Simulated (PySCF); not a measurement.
Gas-phase equilibrium of 1 mol H2S, 70 mol SO2 at 2000 K and 1.01 bar, among 21 species (S2O, SO2, O2, O, S2, S6, HO2, H2S2, H2O, H, H2O2, H2S, O3, SO, SH, H2, S8, S, SO3, H2SO4, OH). Only gases are allowed; each row takes one source of thermochemistry for all species, and Cantera finds the minimum.

Method: PySCF energies plus ideal-gas RRHO corrections (1 bar). † marks an energy on the PBE0/def2-TZVP geometry and frequencies. Open shells (unrestricted) among the columns below: O2 (multiplicity 3), S2 (multiplicity 3), SO (multiplicity 3); the rest are closed-shell singlets. B3LYP is the form with VWN-RPA correlation. The harmonic model lacks anharmonicity and excited electronic states, which grow with temperature; levels with a mode under 35 cm⁻¹ are left out.

Molecules larger than those listed are left out.

With B3LYP/def2-TZVP† thermochemistry: SO2 0.94, SO 0.046, H2O 0.013, S2 0.00036, S2O 4.0e-5, O2 0.0030.

How far does the composition move with the other sources (BLYP/def2-TZVP†, M06-2X/def2-TZVP†, PBE/def2-TZVP†, r2SCAN/def2-TZVP†, LDA/def2-TZVP†)?


| thermochemistry | x SO2 | x SO | x H2O | x S2 | x S2O | x O2 |
|---|---|---|---|---|---|---|
| B3LYP/def2-TZVP† | 0.94 | 0.046 | 0.013 | 0.00036 | 4.0e-5 | 0.0030 |
| BLYP/def2-TZVP† | 0.94 | 0.044 | 0.013 | 0.00036 | 7.6e-5 | 0.0024 |
| M06-2X/def2-TZVP† | 0.95 | 0.037 | 0.013 | 0.0014 | 0.00010 | 0.00086 |
| PBE/def2-TZVP† | 0.95 | 0.033 | 0.013 | 0.0018 | 0.00044 | 0.00067 |
| r2SCAN/def2-TZVP† | 0.94 | 0.042 | 0.013 | 0.00071 | 0.00010 | 0.0018 |
| LDA/def2-TZVP† | 0.97 | 0.0089 | 0.013 | 0.0055 | 0.0032 | 1.1e-5 |
The most sensitive of these is O2: it spans a factor of 10^2.4 over these rows; at this temperature one factor of ten is RT ln 10 = 38 kJ/mol.
